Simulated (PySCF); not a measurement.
H4N, SMILES [NH4+], charge +1. Heavy atoms are numbered as in [NH4+:1]. Hydrogens are named by the atom that carries them.

Geometry: B3LYP-D3(BJ)/def2-TZVPD.

All values below come from PySCF with HF/pcSseg-2.

GIAO shieldings, no solvent; atoms alike by connectivity are averaged. δ = σ(ref) − σ: ¹⁵N against NH3 (σ = 262.2 ppm); ¹H against TMS (σ = 31.98 ppm), references at their B3LYP-D3(BJ)/def2-TZVP geometries, non-relativistic.

| nucleus | atoms | count | δ (ppm) |
|---|---|---|---|
| ¹⁵N | N1 (NH4) | 1 | 22.4 |
| ¹H | H on N1 | 4 | 5.69 |
